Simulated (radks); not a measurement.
Question: Species: Fe4+. Configuration: [Ne] 3p6 3d6 (not the ground configuration). Calculated with a radial shooting solver on a logarithmic mesh with Libxc functionals: scalar-relativistic Kohn-Sham, revPBE, spin-unpolarised, spherical densities, finite nucleus; Fermi nuclear charge, rms radius 3.7377 fm. Some entries of the table are withheld. Estimate them.

orbital,occ.,eigenvalue (Ry),<1/r> (bohr^-1),r(max) (bohr)
1s,2,(1),(2),(3)
2s,2,-65.07654,5.565,0.2222
2p,6,-56.18411,5.460,0.1796
3p,6,(4),1.660,(5)
3d,6,-4.79736,1.394,0.6742

Answer: 
(1) 1s eigenvalue (Ry): -519.6726
(2) 1s <1/r> (bohr^-1): 25.98
(3) 1s r(max) (bohr): 0.03825
(4) 3p eigenvalue (Ry): -8.83255
(5) 3p r(max) (bohr): 0.7036
